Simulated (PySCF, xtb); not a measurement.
In(Br)2(NH2) (Br2H2InN), SMILES [NH2][In]([Br])[Br].

GFN2-xTB (xtb) at its own geometry gives an orbital gap of 2.70 eV and a dipole moment of 4.24 D.

The structure is a stationary point at PBE0-D3(BJ)/def2-SVP. The structure was generated by enumeration; whether it is a known compound was not checked. The def2 effective core potentials stand for the cores of In; spin–orbit coupling is left out. One conformer was computed; it need not be the lowest.

Question: What does PBE/def2-TZVP (PySCF) give? (The exact figures need the calculation; the answer reports its results.)

Answer: gap 3.47 eV (levels -6.61 and -3.14 eV), dipole 2.69 D.
